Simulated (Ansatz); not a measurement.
Isomers of Li2I2⁻ (doublet), relaxed with r2SCAN-D4/def2-TZVPD; total energies from Ansatz at ωB97X-V/def2-TZVPD.

```csv
isomer,description,energy (Eh)
A,point group D∞h; 2 × I–Li 2.52 Å,-610.64683
B,point group Cs; 3 × I–Li 2.52 to 2.66 Å,-610.65153
```

In the def2 sets I takes a core potential; there is no spin–orbit coupling.

The isomers come from a short search, and lower ones may exist.

Question: Work out the relative energies (1 Eh = 2625.5 kJ/mol) and the Boltzmann populations at 800 K from electronic energies alone (R = 8.314 J/mol/K).

Answer: ΔE: A 12.3, B 0.0 kJ/mol. RT = 6.65 kJ/mol. Factors exp(−ΔE/RT): A 0.157, B 1; sum 1.157. Populations: A 13.6 %, B 86.4 %. Zero-point energy, vibrational entropy and symmetry numbers are left out and can shift these; an error of 4 kJ/mol changes a ratio by a factor of 1.8. Over the other density-functional and correlated levels in def2 sets, the gap between B and A ranges from 8 to 15 kJ/mol.
